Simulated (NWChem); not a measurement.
The numbers come from NWChem runs, not from measurements. System: CH3Li, charge 0, spin multiplicity 1, at a geometry optimised with PBE/def2-SVP. The structure started from a generated list of species. Level: RHF/def2-TZVP.

Input file:

```
start mol
memory heap 200 mb stack 900 mb global 1100 mb
geometry units angstroms nocenter noautoz
  Li     0.932629    -1.296165     0.000000
  C     -0.223810     0.311052     0.000000
  H     -0.900175     0.375330     0.885897
  H     -0.900175     0.375330    -0.885897
  H      0.345321     1.271524     0.000000
  symmetry group Cs
end
basis spherical
  * library def2-tzvp
end
scf
  rhf
  nopen 0
  maxiter 100
  thresh 1e-7
  semidirect memsize 60000000 filesize 0
end
task scf energy
```

NWChem printed:

```
             Northwest Computational Chemistry Package (NWChem) 7.3.0
             --------------------------------------------------------

                                NWChem Input Module
                                -------------------

 Scaling coordinates for geometry "geometry" by  1.889725989
 (inverse scale =  0.529177249)

 Turning off AUTOSYM since
 SYMMETRY directive was detected!

                             Geometry "geometry" -> ""
                             -------------------------

 Output coordinates in angstroms (scale by  1.889725989 to convert to a.u.)

  No.       Tag          Charge          X              Y              Z
 ---- ---------------- ---------- -------------- -------------- --------------
    1 Li                   3.0000     0.93262900    -1.29616500     0.00000000
    2 C                    6.0000    -0.22381000     0.31105200     0.00000000
    3 H                    1.0000    -0.90017500     0.37533000     0.88589700
    4 H                    1.0000    -0.90017500     0.37533000    -0.88589700
    5 H                    1.0000     0.34532100     1.27152400     0.00000000

 Effective nuclear repulsion energy (a.u.)      16.0466072113

            Nuclear Dipole moment (a.u.)
            ----------------------------
        X                 Y               Z
 ---------------- ---------------- ----------------
    -0.0000037795     0.0000018897     0.0000000000

      Symmetry information
      --------------------

 Group name             Cs
 Group number              2
 Group order               2
 No. of unique centers     4

      Symmetry unique atoms

     1    2    3    5


 Summary of "ao basis" -> "" (spherical)
 ------------------------------------------------------------------------------
       Tag                 Description            Shells   Functions and Types
 ---------------- ------------------------------  ------  ---------------------
 *                         def2-tzvp                  on all atoms

 Summary of "ao basis" -> "ao basis" (spherical)
 ------------------------------------------------------------------------------
       Tag                 Description            Shells   Functions and Types
 ---------------- ------------------------------  ------  ---------------------
 Li                        def2-tzvp                 8       14   5s3p
 C                         def2-tzvp                11       31   5s3p2d1f
 H                         def2-tzvp                 4        6   3s1p

                                 NWChem SCF Module
                                 -----------------

  ao basis        = "ao basis"
  functions       =    63
  atoms           =     5
  closed shells   =     6
  open shells     =     0
  charge          =   0.00
  wavefunction    = RHF
  use symmetry    = T
  symmetry adapt  = T

 Summary of "ao basis" -> "ao basis" (spherical)
 ------------------------------------------------------------------------------
       Tag                 Description            Shells   Functions and Types
 ---------------- ------------------------------  ------  ---------------------
 Li                        def2-tzvp                 8       14   5s3p
 C                         def2-tzvp                11       31   5s3p2d1f
 H                         def2-tzvp                 4        6   3s1p

      Symmetry analysis of basis
      --------------------------

        a'         43
        a"         20

 Forming initial guess at       0.1s

      Superposition of Atomic Density Guess
      -------------------------------------

 Sum of atomic energies:         -46.60340740

      Non-variational initial energy
      ------------------------------

 Total energy =     -46.991500
 1-e energy   =     -92.814979
 2-e energy   =      29.776872
 HOMO         =      -0.305097
 LUMO         =      -0.046947

      Symmetry analysis of molecular orbitals - initial
      -------------------------------------------------

  Numbering of irreducible representations:

     1 a'          2 a"

  Orbital symmetries:

     1 a'          2 a'          3 a'          4 a"          5 a'
     6 a'          7 a'          8 a'          9 a"         10 a'
    11 a'         12 a'         13 a"         14 a'         15 a"
    16 a'

 Starting SCF solution at       0.4s

 ----------------------------------------------
         Quadratically convergent ROHF

 Convergence threshold     :          1.000E-07
 Maximum no. of iterations :          100
 Final Fock-matrix accuracy:          1.000E-09
 ----------------------------------------------

              iter       energy          gnorm     gmax       time
             ----- ------------------- --------- --------- --------
                 1      -46.9968586500  7.23D-01  2.14D-01      0.4
                 2      -47.0321242689  1.59D-01  3.92D-02      0.5
                 3      -47.0348456163  1.14D-02  3.55D-03      0.6
                 4      -47.0348718355  8.58D-05  3.96D-05      0.7
                 5      -47.0348718379  9.79D-09  3.81D-09      0.8

       Final RHF  results
       ------------------

         Total SCF energy =    -47.034871837869
      One-electron energy =    -95.077098045307
      Two-electron energy =     31.995618996124
 Nuclear repulsion energy =     16.046607211313

        Time for solution =      0.4s

       Symmetry analysis of molecular orbitals - final
       -----------------------------------------------

  Numbering of irreducible representations:

     1 a'          2 a"

  Orbital symmetries:

     1 a'          2 a'          3 a'          4 a"          5 a'
     6 a'          7 a'          8 a'          9 a"         10 a'
    11 a'         12 a"         13 a'         14 a'         15 a"
    16 a'

             Final eigenvalues
             -----------------

              1
    1  -11.1186
    2   -2.4298
    3   -0.8160
    4   -0.4451
    5   -0.4451
    6   -0.2883
    7    0.0072
    8    0.0953
    9    0.0953
   10    0.1191
   11    0.1924
   12    0.2755
   13    0.2755
   14    0.2767
   15    0.4047
   16    0.4047

                       ROHF Final Molecular Orbital Analysis
                       -------------------------------------

 Vector    4  Occ=2.000000D+00  E=-4.451159D-01  Symmetry=a"
              MO Center= -5.6D-01,  3.4D-01, -4.0D-17, r^2= 1.4D+00
   Bfn.  Coefficient  Atom+Function         Bfn.  Coefficient  Atom+Function
  ----- ------------  ---------------      ----- ------------  ---------------
    22      0.288055  2 C  pz                25      0.248176  2 C  pz
    47      0.213033  3 H  s                 53     -0.213033  4 H  s

 Vector    5  Occ=2.000000D+00  E=-4.451145D-01  Symmetry=a'
              MO Center= -1.4D-01,  6.4D-01, -5.5D-13, r^2= 1.4D+00
   Bfn.  Coefficient  Atom+Function         Bfn.  Coefficient  Atom+Function
  ----- ------------  ---------------      ----- ------------  ---------------
    59      0.245990  5 H  s                 20      0.233816  2 C  px
    23      0.201446  2 C  px                21      0.168243  2 C  py
    58      0.161613  5 H  s

 Vector    6  Occ=2.000000D+00  E=-2.882941D-01  Symmetry=a'
              MO Center= -2.4D-02,  3.4D-02, -2.5D-15, r^2= 1.6D+00
   Bfn.  Coefficient  Atom+Function         Bfn.  Coefficient  Atom+Function
  ----- ------------  ---------------      ----- ------------  ---------------
    19      0.316601  2 C  s                 24     -0.270226  2 C  py
    21     -0.259107  2 C  py                27     -0.231701  2 C  py
    23      0.194441  2 C  px                20      0.186441  2 C  px
    26      0.166720  2 C  px

 Vector    7  Occ=0.000000D+00  E= 7.216399D-03  Symmetry=a'
              MO Center=  1.6D+00, -2.2D+00, -5.9D-16, r^2= 6.6D+00
   Bfn.  Coefficient  Atom+Function         Bfn.  Coefficient  Atom+Function
  ----- ------------  ---------------      ----- ------------  ---------------
     5      1.060116  1 Li s                 10     -0.432341  1 Li py
    19      0.422850  2 C  s                  4     -0.319110  1 Li s
     9      0.311078  1 Li px                18     -0.174578  2 C  s

 Vector    8  Occ=0.000000D+00  E= 9.528893D-02  Symmetry=a'
              MO Center=  1.1D+00, -1.5D+00,  2.4D-18, r^2= 5.8D+00
   Bfn.  Coefficient  Atom+Function         Bfn.  Coefficient  Atom+Function
  ----- ------------  ---------------      ----- ------------  ---------------
     9      0.909445  1 Li px                10      0.654361  1 Li py
    26     -0.349127  2 C  px                27     -0.251216  2 C  py

 Vector    9  Occ=0.000000D+00  E= 9.528901D-02  Symmetry=a"
              MO Center=  1.1D+00, -1.5D+00, -7.9D-14, r^2= 5.8D+00
   Bfn.  Coefficient  Atom+Function         Bfn.  Coefficient  Atom+Function
  ----- ------------  ---------------      ----- ------------  ---------------
    11      1.120392  1 Li pz                28     -0.430115  2 C  pz

 center of mass
 --------------
 x =   0.20502733 y =  -0.28494575 z =   0.00000000

 moments of inertia (a.u.)
 ------------------
          56.931358780255          32.834367512304           0.000000000000
          32.834367512304          34.923409464902           0.000000000000
           0.000000000000           0.000000000000          80.556568407565

  Mulliken analysis of the total density
  --------------------------------------

    Atom       Charge   Shell Charges
 -----------   ------   -------------------------------------------------------
    1 Li   3     2.23   0.36  1.30  0.33  0.11  0.04  0.06  0.03  0.00
    2 C    6     7.05   0.85  1.12  0.47  0.68  0.32  1.19  1.52  0.85  0.01  0.03  0.00
    3 H    1     0.91   0.26  0.49  0.14  0.02
    4 H    1     0.91   0.26  0.49  0.14  0.02
    5 H    1     0.91   0.26  0.49  0.14  0.02

       Multipole analysis of the density wrt the origin
       ------------------------------------------------

     L   x y z        total         open         nuclear
     -   - - -        -----         ----         -------
     0   0 0 0     -0.000000      0.000000     12.000000

     1   1 0 0      1.393056      0.000000     -0.000004
     1   0 1 0     -1.936083      0.000000      0.000002
     1   0 0 1      0.000000      0.000000      0.000000

     2   2 0 0     -6.017486      0.000000     16.604780
     2   1 1 0     -3.720326      0.000000    -15.287240
     2   1 0 1     -0.000000      0.000000      0.000000
     2   0 2 0     -3.523808      0.000000     26.851439
     2   0 1 1      0.000000      0.000000      0.000000
     2   0 0 2     -8.694334      0.000000      5.605239

 Task  times  cpu:        0.8s     wall:        0.8s

 Total times  cpu:        0.9s     wall:        0.9s
```
